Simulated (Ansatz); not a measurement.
C2H6AlF (SMILES [CH3][Al]([CH3])[F]) moved off its minimum; all values from Ansatz (a quantum-chemistry and plane-wave program), cores frozen in correlated methods.
(charge 0, multiplicity 1)
```xyz
10

Al    -0.02175     0.03170     0.00160
C      1.73009    -0.20602    -0.72378
H      2.24583    -1.17567    -0.41538
H      2.50526     0.56469    -0.35643
H      1.78117    -0.11446    -1.79629
C     -0.66985    -0.59004     1.70430
H     -1.36778    -1.41883     1.56430
H     -1.20289     0.30168     2.19278
H      0.14497    -0.90403     2.40453
F     -1.12684     0.81272    -1.00447
```

```tsv
level	largest force (eV/Å)	on atom	rms difference from CCSD(T)/cc-pV(T+d)Z (eV/Å)	dipole (D)
HF/def2-TZVPP	3.24	C2	0.229	2.07
PBE/def2-TZVPP	2.62	C2	0.160	1.97
r2SCAN/def2-TZVPP	2.67	C2	0.055	1.98
B3LYP/def2-TZVPP	2.78	C2	0.051	2.00
wB97M-V/def2-TZVPP	2.76	C2	0.067	1.98
MP2/cc-pV(T+d)Z	2.94	C2	0.074	1.90
CCSD(T)/cc-pV(T+d)Z	2.80	C2	0.000	1.91
```

The differences count from one level among others, with limits of its own. Forces at CCSD(T)/cc-pV(T+d)Z (eV/Å):

```json
[
 {"atom": "Al1", "Fx": "-0.660", "Fy": "0.360", "Fz": "-0.614"},
 {"atom": "C2", "Fx": "2.588", "Fy": "-0.069", "Fz": "1.077"},
 {"atom": "H3", "Fx": "-0.811", "Fy": "0.927", "Fz": "-0.451"},
 {"atom": "H4", "Fx": "-1.208", "Fy": "-0.772", "Fz": "-0.319"},
 {"atom": "H5", "Fx": "-0.069", "Fy": "-0.130", "Fz": "-0.545"},
 {"atom": "C6", "Fx": "0.092", "Fy": "1.077", "Fz": "1.220"},
 {"atom": "H7", "Fx": "-0.130", "Fy": "0.090", "Fz": "0.228"},
 {"atom": "H8", "Fx": "0.447", "Fy": "-1.349", "Fz": "-0.511"},
 {"atom": "H9", "Fx": "-0.647", "Fy": "0.146", "Fz": "-0.537"},
 {"atom": "F10", "Fx": "0.400", "Fy": "-0.279", "Fz": "0.452"}
]
```
